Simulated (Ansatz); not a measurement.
Computed with Ansatz on PBE0-D4/def2-TZVP structures; ΔE is electronic, products minus reactants. CCSD(T)/CBS adds triple-zeta CCSD(T) − MP2 to the extrapolated MP2 energy (def2 sets, frozen cores). This one scheme is used for every species. Functionals use def2-TZVPP. B3LYP here is the variant with VWN-RPA as its local correlation; programs differ in this. Each species was taken in one conformer, which may not be the lowest.

Reaction (ligand exchange at the Si–O bond): `C=C[Si](N)(F)OC` + `O[SiH3]` → `C=C[Si](N)(F)O[SiH3]` + CH₃OH

| level | ΔE (kJ/mol) |
| --- | --- |
| PBE0-D4 | -16.4 |
| B3LYP-D4 | -17.7 |
| CCSD/def2-TZVPP | -17.5 |
| SCS-MP2/def2-QZVPP | -17.5 |

**Question.** What does CCSD(T)/CBS give? (An estimate is asked.)

**Answer.** Computed: -17.6 kJ/mol. The listed levels differ from it by 1.2, -0.1, 0.1, 0.1 kJ/mol.

Largest T1 diagnostic among the species: 0.011.

From PBE to PBE0 (25 % exact exchange), in def2-TZVPP and without D4, ΔE moves by −3.1 kJ/mol. In def2-TZVPP, CCSD(T) changes the Hartree–Fock value by +5.9 kJ/mol (the triples alone add +1.2 kJ/mol) and MP2 by +7.1 kJ/mol.
